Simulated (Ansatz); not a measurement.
A run for Ansatz (a program for electronic structure): R-PBE0/def2-TZVPP on CH5NOSi (SMILES CO[Si]N), a point of a torsion scan.

Ansatz 0.2 input:
```yaml
crystal:
  periodic: [false, false, false]
  atoms:
    - {symbol: C, position_ang: [-1.66694242, -0.06064455, 0.29272952]}
    - {symbol: O, position_ang: [-0.33579057, 0.02217687, -0.06287242]}
    - {symbol: Si, position_ang: [0.99548875, -0.23104891, 0.88524398]}
    - {symbol: N, position_ang: [2.12879570, 0.08406927, -0.35050076]}
    - {symbol: H, position_ang: [-2.15046878, 0.90757205, 0.12848138]}
    - {symbol: H, position_ang: [-1.79388004, -0.34021681, 1.34386898]}
    - {symbol: H, position_ang: [-2.16571955, -0.80971863, -0.33033035]}
    - {symbol: H, position_ang: [3.12253097, 0.04304518, -0.21510637]}
    - {symbol: H, position_ang: [1.86492292, 0.33135675, -1.29464864]}
basis:
  gaussian:
    orbitals: def2-TZVPP
hamiltonian:
  xc: {name: PBE0}
scf: {lower_state_search: off}
```

The head of its log:

```
WARN ansatz: RAYON_NUM_THREADS=1 ignored (pool sized by the plan → 1); use --threads N
Functional definition: PBE0
these checks for a lower state are left out or cut short: stability, starts, cluster_reference, orbital_swaps, neighbouring_geometries, increment
integrals: 0.10 GiB planned
1072 factors; their error is unknown
mean field: 0.96 GiB planned
mean field evaluation 1: about -12516.6368 eV, gradient 7.7e1 eV
mean field evaluation 2: about -12496.8402 eV, gradient 1.2e2 eV
```

Give the final energy of this run.

-460.3855 hartree.
